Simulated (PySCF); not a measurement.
PySCF input for Sn(Br)(SiH3) (BrH₃SiSn), SMILES [SiH3][Sn][Br] (connectivity only; charge and spin as stated), neutral, multiplicity 1, TDA-PBE/def2-SVPD. The structure is a stationary point at B3LYP-D3(BJ)/def2-SVP. The structure was generated by enumeration; whether it is a known compound was not checked. The def2 effective core potentials stand for the cores of Sn; spin–orbit coupling is left out.

```python
import numpy as np
from pyscf import gto, scf, dft, tdscf

mol = gto.M(
    atom='''
    Sn    0.85504109   -0.51777643    0.00000000
    Br   -0.47381355    1.68693564   -0.00000000
    Si   -1.45667478   -1.90549943   -0.00000000
    H    -1.26695049   -3.39165718   -0.00000000
    H    -2.25409136   -1.54263848   -1.21274495
    H    -2.25409137   -1.54263848    1.21274496
    ''',
    basis='def2-SVPD',
    ecp={'Sn': 'def2-svp'},
    charge=0,
    spin=0,
    symmetry=True,
    max_memory=1600,
    verbose=4,
)
mf = dft.RKS(mol, xc='pbe').density_fit(auxbasis='def2-universal-jkfit')
mf.grids.level = 3
mf.conv_tol = 1e-9
mf.max_cycle = 100
mf.kernel()
mf.grids = dft.Grids(mol).set(level=1).build(with_non0tab=True)  # coarser grid for the response kernel
td = tdscf.TDA(mf)
td.singlet = True
td.nstates = 10
td.conv_tol = 1e-4
td.positive_eig_threshold = 1e-6
td.kernel(x0=td.get_init_guess(mf, 15))
td.analyze()
tt = tdscf.TDA(mf)
tt.singlet = False
tt.nstates = 4
tt.conv_tol = 1e-4
tt.positive_eig_threshold = 1e-6
tt.kernel(x0=tt.get_init_guess(mf, 9))
tt.analyze(verbose=3)
```

It prints:

```
PySCF version 2.14.0

[INPUT] verbose = 4
[INPUT] num. atoms = 6
[INPUT] num. electrons = 74
[INPUT] charge = 0
[INPUT] spin (= nelec alpha-beta = 2S) = 0
[INPUT] symmetry True subgroup None
[INPUT] Mole.unit = angstrom
[INPUT] Symbol           X                Y                Z      unit          X                Y                Z       unit  Magmom
[INPUT]  1 Sn     0.855041090000  -0.517776430000   0.000000000000 AA    1.615793485350  -0.978455646455   0.000000000000 Bohr   0.0
[INPUT]  2 Br    -0.473813550000   1.686935640000   0.000000000000 AA   -0.895377843608   3.187846349368   0.000000000000 Bohr   0.0
[INPUT]  3 Si    -1.456674780000  -1.905499430000   0.000000000000 AA   -2.752716386761  -3.600872053215   0.000000000000 Bohr   0.0
[INPUT]  4 H     -1.266950490000  -3.391657180000   0.000000000000 AA   -2.394189439484  -6.409303178615   0.000000000000 Bohr   0.0
[INPUT]  5 H     -2.254091360000  -1.542638480000  -1.212744950000 AA   -4.259615330148  -2.915164236415  -2.291755814449 Bohr   0.0
[INPUT]  6 H     -2.254091370000  -1.542638480000   1.212744960000 AA   -4.259615349046  -2.915164236415   2.291755833347 Bohr   0.0

nuclear repulsion = 326.933877329967
point group symmetry = Cs
symmetry origin: [ 2.03793984e-09 -4.81694891e-09  1.85267266e-10]
symmetry axis x: [ 1.00000000e+00  5.72562818e-09 -4.17971221e-10]
symmetry axis y: [ 5.72562818e-09 -1.00000000e+00  8.70758848e-11]
symmetry axis z: [4.1797122e-10 8.7075908e-11 1.0000000e+00]
num. orbitals of irrep A' = 81
num. orbitals of irrep A" = 40
number of shells = 49
number of NR pGTOs = 222
number of NR cGTOs = 121
basis = def2-SVPD
ecp = {'Sn': 'def2-svp'}


[settings echo left out]
init E= -3055.0885835049
HOMO (A") = -0.595400946664513  LUMO (A') = -0.585719076575841  gap/eV = 0.26346
cycle= 1 E= -3074.80895068639  delta_E= -19.7  |g|=  3.4  |ddm|= 9.94
HOMO (A') = -0.0761605480061534  LUMO (A") = -0.0513230767890249  gap/eV = 0.67586
cycle= 2 E= -3012.37077728238  delta_E= 62.4  |g|= 7.82  |ddm|=   67
HOMO (A') = -0.277108437165347  LUMO (A') = -0.243558726359046  gap/eV = 0.91293
cycle= 3 E= -3074.74536010185  delta_E= -62.4  |g|= 2.74  |ddm|= 66.8
HOMO (A') = -0.170889309324023  LUMO (A') = -0.160543410281356  gap/eV = 0.28153
cycle= 4 E= -3074.16962040377  delta_E= 0.576  |g|= 3.04  |ddm|= 7.93
HOMO (A') = -0.186314969430496  LUMO (A") = -0.148794732313846  gap/eV = 1.02098
cycle= 5 E= -3078.49092911187  delta_E= -4.32  |g|= 0.927  |ddm|= 7.15
HOMO (A') = -0.218223474486627  LUMO (A") = -0.192923947122026  gap/eV = 0.68844
cycle= 6 E= -3077.75128934758  delta_E= 0.74  |g|=  1.4  |ddm|= 2.88
HOMO (A') = -0.229683283206019  LUMO (A") = -0.180655452647706  gap/eV = 1.33412
cycle= 7 E= -3078.81215248966  delta_E= -1.06  |g|= 0.319  |ddm|= 1.91
HOMO (A') = -0.204519138582676  LUMO (A") = -0.162635316267986  gap/eV = 1.13972
cycle= 8 E= -3078.82905124138  delta_E= -0.0169  |g|= 0.219  |ddm|= 0.516
HOMO (A') = -0.214101368140192  LUMO (A") = -0.163720799519437  gap/eV = 1.37093
cycle= 9 E= -3078.84622543383  delta_E= -0.0172  |g|= 0.0884  |ddm|= 0.34
HOMO (A') = -0.205805908987706  LUMO (A") = -0.151154317319527  gap/eV = 1.48715
cycle= 10 E= -3078.84968575193  delta_E= -0.00346  |g|= 0.0291  |ddm|= 0.183
HOMO (A') = -0.205315374524041  LUMO (A") = -0.148856208965553  gap/eV = 1.53633
cycle= 11 E= -3078.85009619362  delta_E= -0.00041  |g|= 0.00791  |ddm|= 0.101
HOMO (A') = -0.205516089501025  LUMO (A") = -0.149046915243668  gap/eV = 1.53660
cycle= 12 E= -3078.85011787907  delta_E= -2.17e-05  |g|= 0.00145  |ddm|= 0.0161
HOMO (A') = -0.205481722957572  LUMO (A") = -0.149028993414625  gap/eV = 1.53616
cycle= 13 E= -3078.85011867884  delta_E= -8e-07  |g|= 0.00037  |ddm|= 0.00302
HOMO (A') = -0.205487850572794  LUMO (A") = -0.149045262312994  gap/eV = 1.53588
cycle= 14 E= -3078.85011872804  delta_E= -4.92e-08  |g|= 0.000103  |ddm|= 0.0006
HOMO (A') = -0.205488573216464  LUMO (A") = -0.149043994092874  gap/eV = 1.53594
cycle= 15 E= -3078.85011873208  delta_E= -4.04e-09  |g|= 1.08e-05  |ddm|= 0.000135
HOMO (A') = -0.20548885754998  LUMO (A") = -0.149044050281452  gap/eV = 1.53594
cycle= 16 E= -3078.85011873213  delta_E= -4.64e-11  |g|= 1.58e-06  |ddm|= 2.56e-05
HOMO (A') = -0.205488679854724  LUMO (A") = -0.149043974701112  gap/eV = 1.53594
Extra cycle  E= -3078.85011873213  delta_E= 3.64e-12  |g|= 1.95e-06  |ddm|= 7.21e-06
converged SCF energy = -3078.85011873213
tot grids = 29192
Overwritten attributes  positive_eig_threshold  of <class 'pyscf.tdscf.rks.TDA'>


******** <class 'pyscf.tdscf.rks.TDA'> for <class 'pyscf.df.df_jk.DFSymAdaptedRKS'> ********
nstates = 10 singlet
deg_eia_thresh = 1.000e-03
wfnsym = None
conv_tol = 0.0001
eigh lindep = 1e-12
eigh level_shift = 0
eigh max_cycle = 100


Excitation energies (eV)
[1.82688794 3.24534758 3.70978937 3.86033371 3.90127374 4.46241119
 4.57074925 5.21071315 5.34686124 5.36487348]

** Singlet excitation energies and oscillator strengths **
Excited State   1:   A"      1.82689 eV    678.66 nm  f=0.0021
      37 -> 38       -0.70177
Excited State   2:   A"      3.24535 eV    382.04 nm  f=0.0013
      36 -> 38        0.69899
Excited State   3:   A'      3.70979 eV    334.21 nm  f=0.0103
      35 -> 38       -0.54647
      37 -> 39       -0.42511
Excited State   4:   A'      3.86033 eV    321.17 nm  f=0.0386
      34 -> 39        0.13038
      35 -> 38       -0.39767
      37 -> 39        0.55651
Excited State   5:   A"      3.90127 eV    317.80 nm  f=0.0046
      34 -> 38       -0.69076
Excited State   6:   A"      4.46241 eV    277.84 nm  f=0.0051
      33 -> 38       -0.69724
Excited State   7:   A'      4.57075 eV    271.26 nm  f=0.0023
      32 -> 38        0.67927
      37 -> 40       -0.15830
Excited State   8:   A'      5.21071 eV    237.94 nm  f=0.1236
      32 -> 38        0.10003
      36 -> 39       -0.48033
      37 -> 40        0.42004
      37 -> 41       -0.22582
Excited State   9:   A"      5.34686 eV    231.88 nm  f=0.0055
      35 -> 39       -0.70532
Excited State  10:   A'      5.36487 eV    231.10 nm  f=0.0475
      34 -> 39       -0.11962
      36 -> 39       -0.40754
      37 -> 40       -0.16274
      37 -> 41        0.53068

** Transition electric dipole moments (AU) **
state          X           Y           Z        Dip. S.      Osc.
  1        -0.0000     -0.0000     -0.2161      0.0467      0.0021
  2         0.0000      0.0000      0.1274      0.0162      0.0013
  3         0.0105      0.3362     -0.0000      0.1132      0.0103
  4        -0.2986      0.5644     -0.0000      0.4077      0.0386
  5         0.0000      0.0000      0.2201      0.0484      0.0046
  6        -0.0000     -0.0000     -0.2151      0.0463      0.0051
  7         0.1070     -0.0950     -0.0000      0.0205      0.0023
  8         0.9472      0.2657      0.0000      0.9679      0.1236
  9         0.0000     -0.0000     -0.2045      0.0418      0.0055
 10        -0.4723     -0.3725     -0.0000      0.3618      0.0475

WARN: ECP detected. Skipping calculation of transition velocity and magnetic dipole moments, which have not yet been implemented.



******** <class 'pyscf.tdscf.rks.TDA'> for <class 'pyscf.df.df_jk.DFSymAdaptedRKS'> ********
nstates = 4 triplet
deg_eia_thresh = 1.000e-03
wfnsym = None
conv_tol = 0.0001
eigh lindep = 1e-12
eigh level_shift = 0
eigh max_cycle = 100


Excitation energies (eV)
[1.24067526 2.97639065 2.99894794 3.26593048]

** Triplet excitation energies and oscillator strengths **
Excited State   1:   A"      1.24068 eV    999.33 nm  f=0.0000
Excited State   2:   A'      2.97639 eV    416.56 nm  f=0.0000
Excited State   3:   A"      2.99895 eV    413.43 nm  f=0.0000
Excited State   4:   A'      3.26593 eV    379.63 nm  f=0.0000
```

Self-consistency was reached.
